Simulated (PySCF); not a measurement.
Species: Sn2(Cl)4.
Geometry (PBE0-D3(BJ)/def2-SVP, Å), atoms numbered from 1 in this order:
```xyz
6
Sn2Cl4 angstrom
Sn     0.3703    0.3331    1.8379
Cl    -1.8034   -0.2925    2.6064
Cl     0.4892   -1.7076    0.1808
Sn    -0.3112   -0.3568   -1.9297
Cl     1.9115    0.2909   -2.5287
Cl    -0.5933    1.6368   -0.2360
```

Computed, not measured: PBE0-D3(BJ)/def2-SVP geometry optimisation, gas phase, def2 core potentials past Kr (PySCF).

**Question.** Which atoms are bound to Sn1, and at what distances?

**Answer.** 3 atoms: Cl2 2.389 Å, Cl3 2.631 Å, Cl6 2.632 Å. The nearest atom not counted as bound is Sn4, at 3.89 Å.

**Question.** List the angles at Sn1.

**Answer.** 
```tsv
angle	degrees	distance of the outer atoms (Å)
Cl2–Sn1–Cl6	92.9	3.64
Cl2–Sn1–Cl3	92.3	3.63
Cl3–Sn1–Cl6	84.5	3.54
```

**Question.** What is the shape at Sn1?

**Answer.** Pyramidal: angles 92.9°, 92.3° and 84.5°, sum 269.7°, 1.46 Å off the plane of its three neighbours. The Sn–Cl distances aren't all alike: 2.389 to 2.632 Å.

**Question.** Give some angles away from the centre.

**Answer.** Sn1–Cl3–Sn4 95.4°.

**Question.** What are the rotational constants (commonest isotopes, rigid rotor)?

**Answer.** A = 1038, B = 322.3, C = 312.6 MHz: a near-prolate asymmetric top.

Point group: near C2h, missed by 0.16 Å at most; the miss may be what the optimiser left on a soft mode (Cs holds within 0.08 Å). Charge 0, singlet. No PBE0-D3(BJ)/def2-SVP frequencies stand behind this structure, so it isn't proved a minimum.

On one thread of an Intel Xeon 6975P-C, no GPU, shared host, this took 3.5 min and 0.55 GiB of memory at its peak. This is the geometry optimisation.

One conformer stands for the species.
